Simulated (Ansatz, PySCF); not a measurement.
Molecule: sum formula SiClF2, net charge 0, doublet state. It need not be the lowest isomer of its formula. 
Structure (B3LYP-D3(BJ)/def2-TZVP (Ansatz, a first-principles code) minimum search):
```xyz
4

Si    -0.5297     0.2777    -0.0133
F     -1.1616    -0.8390    -0.9554
F     -0.8580    -0.1427     1.4865
Cl     1.5054     0.2910    -0.2702
```
Charge 0, spin multiplicity 2.

Dipole moments at this geometry, in debye (magnitudes).

```json
[
 {"level": "TPSSh/def2-TZVPD", "program": "PySCF", "dipole (D)": "0.97"},
 {"level": "HSE06/def2-TZVPD", "program": "Ansatz", "dipole (D)": "1.03"},
 {"level": "CAM-B3LYP/def2-TZVPD", "program": "PySCF", "dipole (D)": "1.10"},
 {"level": "LC-wPBE/def2-TZVPD", "program": "Ansatz", "dipole (D)": "1.06"},
 {"level": "wB97X-V/def2-TZVPD", "program": "Ansatz", "dipole (D)": "1.02"},
 {"level": "CCSD(T)/aug-cc-pV(D+d)Z", "program": "Ansatz", "dipole (D)": "1.08"}
]
```
